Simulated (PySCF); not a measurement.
A run for PySCF: R-MP2/6-31G* on HLiO (SMILES [Li][OH]), a point of a bond scan (R = 0.951 Å).

```python
from pyscf import gto, scf, dft, mp
from pyscf.data.elements import chemcore

mol = gto.M(
    atom='''
    Li   -0.00000000   -0.00000000   -1.25872662
    O     0.00000000    0.00000000    0.31386950
    H     0.00000000    0.00000000    1.26522384
    ''',
    basis='6-31g*',
    cart=True,
    charge=0, spin=0, verbose=3, max_memory=1800)
mf = scf.RHF(mol)
mf.conv_tol = 1e-8
mf.max_cycle = 100
mf.kernel()
if not mf.converged:
    mf = mf.newton().run(mf.mo_coeff, mf.mo_occ)
pt = mp.MP2(mf, frozen=chemcore(mol)).run()
```

The log:

```
converged SCF energy = -82.9029736901209
E(RMP2) = -83.1051195865251  E_corr = -0.202145896404201
E(SCS-RMP2) = -83.0986280590058  E_corr = -0.195654368884972
```

The calculation finished and met its thresholds.

Cost: around 0.29 core-seconds (rough).
